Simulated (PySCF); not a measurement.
Adding and removing an electron: RuH

PBE; basis H def2-TZVPPD, Ru def2-TZVPPD with ECP28; scalar-relativistic core potentials; PySCF 2.14. Neutral (UKS): quartet (σ ↑, δ ↑↑), Re = 1.573 Å, ωe = 2018 cm⁻¹, De = 2.88 eV, HOMO -4.19 eV, LUMO -3.64 eV.

RuH⁺ (UKS): quintet (σ ↑, π ↑, δ ↑↑), Re = 1.602 Å, ωe = 1977 cm⁻¹, De = 2.30 eV to H + Ru⁺ (4d7). The energies at the minima are -95.42349 hartree for RuH and -95.11589 for RuH⁺.

Question: Work out the adiabatic ionisation energy, without and with harmonic zero-point energies (1 hartree = 27.2114 eV, 1 eV = 8065.5 cm⁻¹), and the change of the bond length.

Answer: At PBE: 0.30760 hartree = 8.370 eV between the minima; the zero-point term (1977.0 − 2018.0)/2 cm⁻¹ = -0.003 eV makes it 8.368 eV. Re changes by +2.9 pm against the neutral. The electron leaves a π orbital, which is non-bonding in a hydride.

The metal atom is held in its measured ground configuration; semilocal functionals can put another filling of s and d lower by some tenths of an eV, and De to that atom would be smaller. These are scalar-relativistic numbers at best; spin–orbit coupling would shift them, the dissociation energy most. For an ion De counts to the pair picked by the measured ionisation energies or electron affinities, which need not be the lowest pair at this level. With d or f electrons several states lie close, and the lowest PBE0 determinant need not be the measured ground state.
